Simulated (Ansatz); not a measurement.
Input and output for C2H3InNO (`[CH3][In][N]=C=O`) radical.

```yaml
crystal:
  periodic: [false, false, false]
  atoms:
    - {symbol: C, position_ang: [0.040562, 2.120000, -0.025533]}
    - {symbol: In, position_ang: [-0.023626, -0.015219, -1.263094]}
    - {symbol: N, position_ang: [-0.026226, -1.795327, 0.247098]}
    - {symbol: C, position_ang: [-0.057541, -3.141570, 0.228203]}
    - {symbol: O, position_ang: [-0.087137, -4.453703, 0.266195]}
    - {symbol: H, position_ang: [0.002183, 3.064616, -0.792078]}
    - {symbol: H, position_ang: [-0.926213, 2.110412, 0.720525]}
    - {symbol: H, position_ang: [1.077986, 2.110802, 0.618672]}
basis:
  gaussian: {orbitals: def2-TZVP}
magnetization: {spin_polarized: true, initial_magnetization: 1}
hamiltonian: {xc: {name: B2GP-PLYP}, pseudopotentials: {relativity: scalar}}
output: {forces: true}
```

```sh
$ ansatz run in.yaml --threads 4 --pin off --events-out ev --progress --plain --max-ram 10444MiB
```

Output, abridged:

```
Functional definition: B2GP-PLYP
1445 factors; integrals over basis functions are off by at most 1.1e-3 eV
mean field evaluation 1: about -10804.8901 eV, gradient 3.9e1 eV
mean field evaluation 2: about -10805.0018 eV, gradient 3.9e1 eV
mean field evaluation 4: about -10811.6103 eV, gradient 5.1e0 eV
mean field evaluation 8: about -10811.7815 eV, gradient 1.3e0 eV
mean field evaluation 16: about -10811.7987 eV, gradient 9.9e-3 eV
mean field evaluation 32: about -10811.7988 eV, gradient 1.9e-5 eV
mean field -10811.79875116 eV, -397.3262756048 hartree, gradient 9.8e-6 eV, S^2 0.791637; 0 other end points of the search recorded, 0 dependent functions left out
8 core orbitals not correlated: weight in the atoms' cores, before any rotation towards them, 1.000 or more for the frozen orbitals, at most 0.000 for the correlated occupied ones
reference -10811.79888726 eV, -397.3262806064 hartree; 18, 17 occupied and 166, 167 virtual orbitals, 1445 factors
second order -33.15756560 eV of doubles, -0.00000000 eV of singles
Total energy: -10823.73561088 eV, -397.7649471083 hartree
Relativity: scalar
Atom 0 at     0.040562     2.120000    -0.025533 Å, force     0.070638     1.829012     1.407966 eV/Å
Atom 1 at    -0.023626    -0.015219    -1.263094 Å, force     0.017487    -0.416838     1.333990 eV/Å
Atom 2 at    -0.026226    -1.795327     0.247098 Å, force    -0.182226    -7.162150    -0.702527 eV/Å
Atom 3 at    -0.057541    -3.141570     0.228203 Å, force     0.004606     0.414755    -0.031745 eV/Å
Atom 4 at    -0.087137    -4.453703     0.266195 Å, force     0.185296     8.090847    -0.152789 eV/Å
Atom 5 at     0.002183     3.064616    -0.792078 Å, force     0.096824    -2.620526     1.941847 eV/Å
Atom 6 at    -0.926213     2.110412     0.720525 Å, force     2.534944    -0.067073    -2.032345 eV/Å
Atom 7 at     1.077986     2.110802     0.618672 Å, force    -2.727569    -0.068027    -1.764398 eV/Å
Dipole moment:     0.015760     1.367999    -0.582952 e Å
```

Hardware: 4 threads of an Arm Neoverse V1 on a shared host. Wall time 23 s, peak host memory 1.1 GiB.
